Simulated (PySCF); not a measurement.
C3H4N2O.

```xyz
10

C      0.0000    -1.1524    -0.6303
N      0.0000    -1.2318     0.6215
C      0.0000     0.0000     1.3813
N      0.0000     1.2318     0.6215
C      0.0000     1.1524    -0.6303
O      0.0000     0.0000    -1.3701
H      0.0000    -2.0326    -1.2838
H      0.8780     0.0000     2.0514
H     -0.8780     0.0000     2.0514
H      0.0000     2.0326    -1.2838
```

Geometry optimised at PBE0-D3(BJ)/def2-SVP. Other conformers were not sampled.

These are PBE/pcSseg-1 in PySCF values and carry that method's errors. Non-relativistic, no solvent.

### Question
Give the absolute GIAO shielding of each atom: isotropic value and principal components (ppm). (An estimate is asked for; the answer gives what the named calculation found.)

### Answer

| atom | σ(iso) | σ11 | σ22 | σ33 | span |
|---|---|---|---|---|---|
| C1 | 32.9 | -63.4 | 79.3 | 82.9 | 146.3 |
| N2 | -7.1 | -198.4 | -48.7 | 226.0 | 424.4 |
| C3 | 115.1 | 97.6 | 118.6 | 129.0 | 31.4 |
| N4 | -7.1 | -198.4 | -48.7 | 226.0 | 424.4 |
| C5 | 32.9 | -63.4 | 79.3 | 82.9 | 146.3 |
| O6 | 102.7 | -107.1 | 71.0 | 344.3 | 451.4 |
| H7 | 24.6 | 21.2 | 25.2 | 27.4 | 6.3 |
| H8 | 25.9 | 23.3 | 25.6 | 28.7 | 5.4 |
| H9 | 25.9 | 23.3 | 25.6 | 28.7 | 5.4 |
| H10 | 24.6 | 21.2 | 25.2 | 27.4 | 6.3 |
